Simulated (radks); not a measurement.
Values are calculated unless marked as measured or tabulated.
Removal energies from the indium ion In2+, [Kr] 4d10 5s1, by Delta-SCF beside the eigenvalue of the level emptied. Level of theory: scalar-relativistic Kohn-Sham, r2SCAN, spin-polarised, spherical densities, finite nucleus; meta-GGA in the generalised Kohn-Sham scheme; Fermi nuclear charge, rms radius of each element as measured or else 0.836 A^(1/3) + 0.57 fm (a radial shooting solver on a logarithmic mesh with Libxc functionals). Open shells are filled with parallel spins first.

removed from         final configuration  Delta-SCF (eV)  -eigenvalue (eV)
5s                             [Kr] 4d10          28.237            24.371
4d                          [Kr] 4d9 5s1          44.624            36.898
4p            [Ar] 3d10 4s2 4p5 4d10 5s1          107.13            98.406
4s            [Ar] 3d10 4s1 4p6 4d10 5s1          149.92            140.90
